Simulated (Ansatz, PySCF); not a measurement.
Gas-phase reaction (SMILES): CB(C)N + F (HF) → CB(C)F + N (NH3); hydrogen fluoride cleaves one B-N bond, a model of a ligand-exchange step.

Each molecule is optimised on its own at B3LYP-D3(BJ)/def2-TZVP (Ansatz, a program for electronic structure), one conformer each, not searched for the lowest. Valence correlation only, unless marked. Spin-orbit coupling is left out. No relativistic terms. CBS(X,Y): correlation extrapolated as X^-3; Hartree-Fock from the larger set. The bracket is a focal-point correction in the basis named. Thermal terms are rigid-rotor harmonic-oscillator values from B3LYP-D3(BJ) frequencies (Ansatz or PySCF) at 298.15 K and 1 atm. 1 Eh = 627.5095 kcal/mol.

| species | E, RI-MP2/CBS(aug-cc-pVTZ,aug-cc-pVQZ)+[CCSD(T)-MP2]/aug-cc-pVTZ (Ansatz) (Eh) | E, r2SCAN-D4/def2-TZVPD (Ansatz + dftd4) (Eh) | H - E (Eh) | G - E (Eh) |
|---|---|---|---|---|
| CB(C)N | -160.48757 | -160.65672 | 0.11171 | 0.07648 |
| F (HF) | -100.39388 | -100.44728 | 0.01259 | -0.00713 |
| CB(C)F | -204.38178 | -204.56695 | 0.08606 | 0.04998 |
| N (NH3) | -56.50756 | -56.54744 | 0.03799 | 0.01614 |

Question: Work out ΔE and ΔH, ΔG, ΔS and the equilibrium constant at 298.15 K at the first level, then ΔH at the second.

Answer: 
1. ΔE = [(-204.38178) + (-56.50756)] - [(-160.48757) + (-100.39388)] = -0.00789 Eh = -5.0 kcal/mol at RI-MP2/CBS(aug-cc-pVTZ,aug-cc-pVQZ)+[CCSD(T)-MP2]/aug-cc-pVTZ.
2. The terms H - E add up to -0.00025 Eh, so ΔH = (-0.00789 + (-0.00025))×627.5095 = -5.1 kcal/mol.
3. The terms G - E add up to -0.00323 Eh, so ΔG = -7.0 kcal/mol, and ΔS = (-0.00025 - (-0.00323))×627509.5/298.15 = 6.3 cal/(mol K).
4. log10 K = -ΔG/(RT ln 10) = 5.1, with RT ln 10 = 1.3642 kcal/mol.
5. At r2SCAN-D4/def2-TZVPD the same steps give ΔE = -6.5 and ΔH = -6.7 kcal/mol, a shift of -1.6 from the first level.
6. These values are not checked against measurement here, since the tables used lack a sound gas-phase enthalpy of formation for at least one species.
